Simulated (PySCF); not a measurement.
n-SiGeSiSiH10.
Cartesian coordinates in Å at the PBE0-D3(BJ)/def2-SVP level; atoms count from 1:
```
atom  x, y, z in Å
Si1    2.1102    1.0144   -0.3642
Ge2   -0.1964    1.4334   -0.7856
Si3   -1.5236    0.0819    0.6636
Si4   -0.8406   -2.1532    0.4757
H5     2.9815    1.8661   -1.2300
H6     2.4100   -0.4247   -0.6386
H7     2.4200    1.3005    1.0701
H8    -0.5260    1.0796   -2.2507
H9    -0.5172    2.9274   -0.5757
H10   -2.9757    0.2081    0.3219
H11   -1.3237    0.5443    2.0738
H12   -1.6843   -3.0538    1.3200
H13   -0.9393   -2.5938   -0.9502
H14    0.5856   -2.2739    0.9131
```

Level of theory: TDDFT CAM-B3LYP/def2-SVPD, vertical, gas phase, core orbitals frozen in the response in PySCF 2.14.0, density-fitted response routines. The CAM-B3LYP/def2-SVPD calculation is non-relativistic and has no spin–orbit coupling, an omission that weighs most on germanium.

Ground-to-excited transition dipoles (e·a0, same axes as the geometry; the sign carries no meaning), for the states with f of 0.002 or more among the lowest 7:

| state | E (hartree) | μx | μy | μz |
| --- | --- | --- | --- | --- |
| S1 | 0.2469 | 0.420 | 0.640 | -0.328 |
| S2 | 0.2482 | -0.543 | -0.315 | 0.252 |
| S3 | 0.2565 | 0.819 | -0.002 | -0.157 |
| S4 | 0.2624 | -0.047 | -0.405 | 0.174 |
| S5 | 0.2633 | 0.687 | 0.623 | -0.437 |
| S6 | 0.2641 | 0.230 | -0.421 | 0.168 |
| S7 | 0.2673 | 0.534 | 0.749 | -0.273 |

What oscillator strength does each state have?

f = (2/3) ΔE |μ|² with ΔE in hartree (27.2114 eV).

| state | \|μ\|² (au) | \|μ\| (D) | f |
| --- | --- | --- | --- |
| S1 | 0.694 | 2.12 | 0.114 |
| S2 | 0.458 | 1.72 | 0.076 |
| S3 | 0.696 | 2.12 | 0.119 |
| S4 | 0.196 | 1.13 | 0.034 |
| S5 | 1.051 | 2.61 | 0.185 |
| S6 | 0.258 | 1.29 | 0.045 |
| S7 | 0.921 | 2.44 | 0.164 |

Which bond between heavy atoms lies closest to the direction of the S5 transition dipole?

Ge2–Si3, at 13° from it; next Si1–Ge2 at 62°.

What angle do the transition dipoles of S3 and S7 make?

|cos θ| = |μa·μb| / (|μa| |μb|) = 0.60, so θ ≈ 53° (taken between 0 and 90°, since the signs are arbitrary).

How is the summed strength of these states shared among x, y and z?

(2/3) Σ ΔE μα² gives 0.336 for x, 0.312 for y and 0.090 for z, 0.738 in all.

What peak molar absorption coefficient would the strongest computed level give as a lone Gaussian band 0.4 eV wide at half height?

ε(max) = 2.175×10⁸ f / FWHM, with the width in cm⁻¹. S5: 2.175×10⁸ × 0.1845 / 3226 ≈ 12000 L mol⁻¹ cm⁻¹.

One conformer stands for the species.
